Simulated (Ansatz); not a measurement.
Cost and result for the atomization energy of CH3BrClSi, SMILES `C[Si](Cl)Br` radical (7 atoms, 6 bonds).

Charge 0, multiplicity 2. Correlated methods include outer-core shells of Br, which these sets cover unevenly. Scalar relativity is left out up to krypton. All single points use the PBE0-D4/def2-TZVP geometry. Program: Ansatz. All runs use 4 threads of an AMD EPYC 9R45 on a shared host. Times are those of one run each, without the atoms' runs, and a repeat can differ threefold. Electronic energies, without spin–orbit coupling; frozen cores. CCSD(T)/CBS adds CCSD(T) − MP2 in def2-TZVPP to the MP2 limit, and its time is that of the two runs behind it. T1 = 0.011; ⟨S²⟩ of the reference is 0.75. With those shells the extrapolation isn't a true limit.

CCSD(T)/CBS is a level of theory with its own doubt, some kJ/mol a heavy atom from the limit and from the frozen cores, so smaller differences don't rank the functionals.

```tsv
level	functions	wall time	atomization (kJ/mol)	difference from CCSD(T)/CBS	per bond
LDA (SPW92)/def2-TZVPP	205	0.65 s	2636.3	315.2	52.5
revPBE-D4/def2-TZVPP	205	1.1 s	2312.6	-8.5	-1.4
PBE-D4/def2-TZVPP (with forces)	205	1.2 s	2363.8	42.7	7.1
CAM-B3LYP-D4/def2-TZVPP	205	2 s	2306.5	-14.6	-2.4
B2PLYP/def2-TZVPP	205	2.4 s	2280.5	-40.6	-6.8
r2SCANh-D4/def2-TZVPP	205	2.5 s	2340.3	19.2	3.2
PBE-QIDH/def2-TZVPP	205	2.6 s	2322.9	1.8	0.3
B97M-V/def2-TZVPP	205	3.5 s	2337.0	15.9	2.6
ωB97X-V/def2-TZVPP	205	3.9 s	2323.8	2.7	0.4
CCSD(T)/def2-SVP	97	4.3 s	2149.3	-171.8	-28.6
MP2/def2-QZVPP	376	8 s	2343.9	22.8	3.8
CCSD(T)/def2-TZVPP	205	92 s	2248.0	-73.1	-12.2
CCSD(T)/CBS(def2)	–	100 s	2321.1	0.0	0.0
```

The D4 term adds +33.1 kJ/mol with B3LYP and +17.2 kJ/mol with PBE0; it sums over pairs of atoms, weighted by their polarisabilities, and B3LYP, whose exchange is more repulsive, gets the larger term. From r2SCAN to r2SCAN0 (25 % exact exchange), in def2-TZVPP and without D4, the atomization energy moves by −29.3 kJ/mol: exact exchange takes away binding that semilocal exchange gives to molecules. Leaving LDA and LC-ωPBE aside and taking each functional with its dispersion term where it has one, the values, not all of them listed here, spread over 103.7 kJ/mol, from BHLYP-D4 to PBE-D4. LDA lies +292.7 kJ/mol from PBE without D4, its usual overbinding.

B3LYP here is the variant with VWN-RPA as its local correlation; programs differ in this.
